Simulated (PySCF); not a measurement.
**Ca (calcium, neutral) across methods**

[Ar] 3d1 4s1, high-spin 3D determinant (an excited configuration). Calculation: PySCF 2.14, in x2c-QZVPPall with one added diffuse shell each of s, p, d, f type (12s8p5d4f, 89 functions); the spin-free X2C one-electron Hamiltonian (Gaussian nucleus).

```
method  E (hartree)  mean ε 3p β (eV)  mean ε 4s α (eV)  mean ε 3d α (eV)  Σ⟨r²⟩ (bohr²)   ⟨S²⟩
   PBE     -680.185           -25.387            -3.533            -1.222          51.50  2.000
  PW91     -680.410           -25.410            -3.565            -1.252          51.26  2.000
  BLYP     -680.418           -25.227            -3.384            -1.069          51.65  2.000
r2SCAN     -680.359           -26.024            -3.571            -1.267          50.45  2.001
M06-2X     -680.394           -29.611            -4.692            -2.369          48.77  2.000
  PBE0     -680.217           -27.569            -4.009            -1.854          50.53  2.000
   LDA     -678.537           -25.412            -3.673            -1.171          50.87  2.000
   UHF   -679.55352           -33.583            -5.252            -3.425          52.19  2.002
```

(1) Estimate the same row for wB97X.

Results:

(1) E (hartree) = -680.381; mean ε 3p β (eV) = -29.915; mean ε 4s α (eV) = -5.121; mean ε 3d α (eV) = -3.457; Σ⟨r²⟩ (bohr²) = 49.94; ⟨S²⟩ = 2.001.
